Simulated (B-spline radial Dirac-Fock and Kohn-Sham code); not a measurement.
**Relativistic shifts of the levels of Tc¹⁹⁺**

System: the Tc¹⁹⁺ ion in the configuration [Ar] 3d6.

Both columns are ΔSCF binding energies of the configuration average from a radial B-spline solver: non-relativistic Hartree-Fock with a point nucleus, and Dirac-Fock with a finite nucleus and the Coulomb interaction alone, averaged over the two j levels with weights 2j+1.

```tsv
shell	Hartree-Fock (eV)	Dirac-Fock (eV)	shift (eV)	shift (%)
1s	21215.1	21762.9	+547.75	+2.58
2s	3568.3	3701.0	+132.65	+3.72
2p	3333.2	3370.7	+37.53	+1.13
3s	1084.5	1114.8	+30.31	+2.79
3p	991.0	1001.3	+10.24	+1.03
3d	839.7	837.4	-2.30	-0.27
```

Relativity binds 1s, 2s, 2p, 3s, 3p more strongly, among those listed most of all 2s in relative terms, and 3d more weakly, because the contracted s and p shells screen the nucleus better.

Values without a named source are computed, but for edge energies of neutral atoms, which are taken from tables.
